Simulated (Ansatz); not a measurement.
Geometry optimisation, Ansatz 0.2.0, RKS PBE/def2-SVP.

Input:

```yaml
crystal:
  periodic: [false, false, false]
  atoms:
    - { symbol: "N", position_ang: [-1.5102, 0.4014, 0.0407] }
    - { symbol: C, position_ang: [-0.1034, 0.3926, 0.195] }
    - { symbol: O, position_ang: [0.3946, 1.6643, 0.4912] }
    - { symbol: "N", position_ang: [0.3543, -0.5819, 1.1618] }
    - { symbol: B, position_ang: [1.0644, -1.3369, 0.024] }
    - { symbol: "N", position_ang: [0.5843, -0.1892, -0.9203] }
    - { symbol: H, position_ang: [-1.7477, 1.0033, -0.8272] }
    - { symbol: H, position_ang: [-1.8886, -0.5036, -0.1337] }
    - { symbol: H, position_ang: [0.2873, 2.2491, -0.253] }
    - { symbol: H, position_ang: [1.0008, -0.2064, 1.8458] }
    - { symbol: H, position_ang: [1.7112, -2.3058, -0.0228] }
    - { symbol: H, position_ang: [-0.07, -0.6421, -1.5675] }
basis:
  gaussian: { orbitals: def2-SVP }
hamiltonian:
  xc: pbe
relax:
  f_tol: 0.015
  max_steps: 40
```

Run as:

```bash
$ ansatz run input.yaml --threads 2 --pin off --max-ram 3072MiB --backend cpu --events-out ev --progress --plain --runs-dir out
```

Question: Where does it end, and by what steps?

Answer: It converged. After 16 steps the energy has fallen by 1.227 eV; H9 moved furthest, 0.88 Å.

```
step  energy less start (eV)  largest force component (eV/Å)  accepted
   0                  0.0000                           4.559       yes
   1                 -0.6387                           1.967       yes
   2                 -0.8758                           1.113       yes
   3                 -0.9414                           0.733       yes
   4                 -1.0008                           0.239       yes
   5                 -1.0105                           0.251       yes
   6                 -1.0265                           0.420       yes
   7                 -1.0380                           1.134       yes
   8                 -1.0724                           1.313       yes
   9                 -1.1681                           0.511       yes
  10                 -1.2034                           0.479       yes
  11                 -1.2095                           0.324       yes
  12                 -1.2247                           0.118       yes
  13                 -1.2239                           0.286        no
  14                 -1.2261                           0.053       yes
  15                 -1.2266                           0.026       yes
  16                 -1.2268                           0.012       yes
```

```xyz
12
Properties=species:S:1:pos:R:3
N -1.608 0.381 0.187
C -0.185 0.424 0.110
O 0.169 1.773 0.183
N 0.459 -0.491 1.078
B 1.103 -1.176 0.000
N 0.547 -0.285 -1.002
H -2.039 0.965 -0.537
H -1.958 -0.580 0.135
H 1.057 1.817 -0.219
H 0.598 -0.271 2.062
H 1.832 -2.141 -0.060
H 0.102 -0.470 -1.903
```

Whether the end is a true minimum wasn't checked by a vibrational analysis.

Run time: 29 s on 2 threads of Intel(R) Xeon(R) 6975P-C (Granite Rapids) (shared host), peak memory 0.17 GiB.
